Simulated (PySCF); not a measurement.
# Working out the excitation energy of W

W [Xe] 4f14 5d4 6s2 (5D) → W [Xe] 4f14 5d4 6s1 7s1 (7D). Computed with PySCF 2.14 in aug-cc-pVDZ-PP with ECP60MDF, with a scalar-relativistic core potential. Frozen: 5s2 5p6. Energies in hartree (1 hartree = 27.21139 eV):

```
            part   W (lower)   W (upper)
             UHF  -66.675859  -66.542864
CCSD correlation   -0.100199   -0.052787
             (T)   -0.004726   -0.000742
```

Q: What does Hartree-Fock give?

A: (-66.542864) − (-66.675859) = 0.132995 hartree = 3.619 eV.

Q: What do CCSD and CCSD(T) give?

A: The CCSD correlation energies differ by 0.047412 hartree = 1.290 eV and the triples by 0.003984 hartree = 0.108 eV, so CCSD gives 4.909 eV and CCSD(T) 5.017 eV.

A double-zeta basis recovers only part of the correlation energy.
